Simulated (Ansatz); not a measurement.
The same molecule with X = O, S, Se, Te. Ansatz, PBE0-D4/def2-TZVP geometries, multiplicity 1. Each molecule was computed in one conformer, which needn't be the lowest.

Elements past krypton have def2 core potentials. Scalar relativity is left out up to krypton.

```tsv
X	molecule	mean X–H bond length / Å	mean X–Si bond length / Å	HOMO energy (ωB97M-V/def2-TZVPP) / eV	LUMO energy (B3LYP/def2-TZVPP) / eV	ideal-gas entropy at 298 K and 1 bar (rigid rotor, harmonic PBE0-D4/def2-TZVP) / J/(mol·K)
O	`O[Si](Cl)(Cl)Cl`	0.960	1.617	-11.56	-0.32	352
Se	`Cl[Si](Cl)(Cl)[SeH]`	1.471	2.249	-9.87	-1.13	380
Te	`Cl[Si](Cl)(Cl)[TeH]`	1.658	2.468	-9.15	-1.71	391
```

(1) Give the row for X = S, `S[Si](Cl)(Cl)Cl`. (An estimate is asked.)

## Answers

(1) Ansatz gave: 
| X | molecule | mean X–H bond length / Å | mean X–Si bond length / Å | HOMO energy (ωB97M-V/def2-TZVPP) / eV | LUMO energy (B3LYP/def2-TZVPP) / eV | ideal-gas entropy at 298 K and 1 bar (rigid rotor, harmonic PBE0-D4/def2-TZVP) / J/(mol·K) |
| --- | --- | --- | --- | --- | --- | --- |
| S | `S[Si](Cl)(Cl)Cl` | 1.346 | 2.105 | -10.39 | -0.82 | 366 |

From O to Te the mean X–H bond length rises at each step, by 0.698 Å in all; the mean X–Si bond length rises at each step, by 0.851 Å in all; the HOMO energy (ωB97M-V/def2-TZVPP) rises at each step, by 2.41 eV in all; the LUMO energy (B3LYP/def2-TZVPP) falls at each step, by 1.39 eV in all; the ideal-gas entropy at 298 K and 1 bar (rigid rotor, harmonic PBE0-D4/def2-TZVP) rises at each step, by 39 J/(mol·K) in all. Bonds lengthen as the atom grows down the group.

B3LYP here is the variant with VWN-RPA as its local correlation; programs differ in this.

Spin–orbit coupling is left out; it splits and shifts lone-pair levels of the heavy atoms by tenths of an eV.
